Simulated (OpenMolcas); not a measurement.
SnH2O2 (SMILES [OH][Sn][OH]): the energy, rung by rung

SnH2O2: 5 atoms, total charge 0, spin state singlet. SMILES: `[OH][Sn][OH]`. The coordinates come from a PBE0-D4/def2-TZVP relaxation. This is one conformer, not always the lowest.

```xyz
5

O    -0.9843    0.1778   -0.6138
Sn   -0.1537   -0.9439    0.8009
O     1.5618    0.0029    0.6361
H    -1.9012   -0.0056   -0.8314
H     1.5272    0.6951   -0.0333
```

Quantity: the energy change with the Sn2–O3 bond stretched from 1.966 to 4.326 Å, in eV. The values are calculated.

```csv
level,kind,program,value (eV),less CCSD(T)/def2-SVP,CPU time (all runs)
HF/def2-SVP (core potential) (unrestricted),Hartree–Fock,OpenMolcas,2.52,+0.30,10 s
SVWN5/def2-SVP (core potential) (restricted),LDA,OpenMolcas,4.70,+2.48,26 s
revPBE/def2-SVP (core potential) (restricted),GGA,OpenMolcas,4.00,+1.78,80 s
TPSS/def2-SVP (core potential) (restricted),meta-GGA,OpenMolcas,4.32,+2.10,47 s
BHLYP/def2-SVP (core potential) (restricted),global hybrid,OpenMolcas,5.47,+3.25,24 s
PBE0/def2-SVP (core potential) (restricted),global hybrid,OpenMolcas,4.97,+2.75,28 s
MP2/def2-SVP (core potential) (restricted),perturbation theory,OpenMolcas,4.95,+2.73,6.5 s
CCSD(T)/def2-SVP (core potential) (restricted),coupled cluster or CI,OpenMolcas,2.22,0.00,58 s
```

CCSD(T)/def2-SVP (core potential) (restricted) is the highest level here, not the true value. At this stretch a single reference begins to fail. The first shape isn't each level's own minimum. The values span 2.22 to 5.47 eV. Spin contamination of the reference (⟨S²⟩ at least 0.1 too high) touches HF/def2-SVP. In the correlated wave-function rows the outer d shell of Sn is correlated, in sets not made for it. Times are those of the runs behind each value, whatever else they computed, on shared processors of several kinds: orders of magnitude only.
